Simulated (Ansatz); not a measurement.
System: Se$_{2}$, charge 0, triplet. Se2 (SMILES [Se]=[Se], triplet).
B3LYP-D3(BJ)/def2-TZVP minimum from Ansatz (an electronic-structure program):
```xyz
2

Se     0.0000     0.0000    -1.0941
Se     0.0000     0.0000     1.0941
```
Charge 0, spin multiplicity 3.

Total energies in cc-pVQZ, 12 correlated electrons, 28 frozen orbitals. UHF or UKS for unpaired electrons; spin-orbit terms are left out. Correlated methods leave the cores frozen (noble-gas shells, and filled d and f shells in the p block). No relativity. The UHF reference of Se2 ([Se]=[Se], triplet) is spin-contaminated (<S^2> up to 0.05 over the pure value in the sets run). The determinant of Se2 ([Se]=[Se], triplet) is a saddle point of the SCF energy; a lower one exists, which strains HF and MP2.

```json
[
 {"method": "HF", "program": "Ansatz", "energy (Eh)": "-4799.80140", "minus CCSDT(Q) (mEh)": "341.54"},
 {"method": "MP2", "program": "Ansatz", "energy (Eh)": "-4800.10133", "minus CCSDT(Q) (mEh)": "41.62"},
 {"method": "CCSD", "program": "Ansatz", "energy (Eh)": "-4800.12109", "minus CCSDT(Q) (mEh)": "21.86"},
 {"method": "CCSD(T)", "program": "Ansatz", "energy (Eh)": "-4800.14039", "minus CCSDT(Q) (mEh)": "2.56"},
 {"method": "CCSDT(Q)", "program": "Ansatz", "energy (Eh)": "-4800.14295", "minus CCSDT(Q) (mEh)": "0.00"}
]
```

Rough core times of Ansatz's runs on a shared machine: CCSD(T) 2 min, CCSDT(Q) 30 min.
